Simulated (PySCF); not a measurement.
# Broadened absorption spectrum of C5H7F3NP

C₅H₇F₃NP.
Geometry (PBE0-D3(BJ)/def2-SVP, Å), atoms numbered from 1 in this order:
```xyz
17
C5H7F3NP angstrom
C      3.6778   -0.0937   -0.1793
C      2.2435    0.0505   -0.3316
C      1.0379    0.1734   -0.4475
P     -0.6827    0.3525   -0.7906
N     -1.3458   -0.9546    0.0548
C     -2.6751   -1.4305   -0.2555
C     -0.9977    1.7585    0.4478
F     -2.3099    2.0342    0.4568
F     -0.6610    1.4371    1.7037
F     -0.3433    2.8733    0.1250
H      4.0031    0.2000    0.8307
H      4.2156    0.5332   -0.9076
H      3.9827   -1.1392   -0.3448
H     -1.0588   -1.0720    1.0228
H     -2.8593   -1.3162   -1.3344
H     -2.7644   -2.5025   -0.0178
H     -3.4787   -0.8901    0.2778
```

Theory: TDDFT wB97X-D/def2-SVPD, vertical, gas phase, core orbitals frozen in the response (PySCF 2.14.0, density-fitted response routines).

Each state is given a Gaussian of 0.5 eV full width at half maximum, with ε(max) = 2.175×10⁸ f / Δν̃ (Δν̃ the width in cm⁻¹). The width is an assumption, not a result. The curve ends short of the highest state used, and states not computed would add to its high-energy end.

```tsv
E (eV)	ε (L mol⁻¹ cm⁻¹)
4.55	2
4.66	9
4.77	36
4.88	114
4.99	274
5.10	506
5.22	729
5.33	775
5.44	657
5.55	514
5.66	532
5.77	788
5.89	1209
6.00	1463
6.11	1402
6.22	1077
6.33	737
6.44	654
6.55	1026
6.67	2197
6.78	4439
6.89	8489
7.00	14601
7.11	21547
```

Q: Where are the band maxima, and which computed states make them?

A: 234 nm (5.30 eV), ε about 780, made up of S1 (99%); 205 nm (6.04 eV), ε about 1500, made up of S2 (42%) and S3 (57%) (ε in L mol⁻¹ cm⁻¹; maxima over ε = 5, shares over 10%). At its high-energy end, 7.11 eV, the curve is still rising (ε about 22000, from S6, S7 and S8). The states used: S1 5.30 eV (f 0.014); S2 5.97 eV (f 0.012); S3 6.08 eV (f 0.016); S4 6.34 eV (f 0.0004); S5 6.80 eV (f 0.025); S6 7.08 eV (f 0.042); S7 7.14 eV (f 0.108); S8 7.31 eV (f 0.362); S9 7.39 eV (f 0.0090); S10 7.71 eV (f 0.233).

Q: What would ε be at 6.04 eV, the highest of these maxima, with half the width (0.25 eV)?

A: About 2630 L mol⁻¹ cm⁻¹ against 1480, a factor of about 1.8; a lone state at its own centre would give exactly 2.

Q: Coming from long wavelengths, where does ε first pass 100 L mol⁻¹ cm⁻¹?

A: At about 255 nm (4.87 eV), 0.43 eV below S1.

Q: On this curve, what absorbance would a 10⁻⁵ mol/L sample give at 248 nm over a 1 cm path?

A: 248 nm is 4.999 eV, where ε is about 290 L mol⁻¹ cm⁻¹, so A = ε c l ≈ 0.0029 (Beer–Lambert, with the gas-phase spectrum and the assumed width).

The vertical ionisation energy (ΔSCF) is 8.95 eV, 1.24 eV above S10.

One conformer stands for the species.
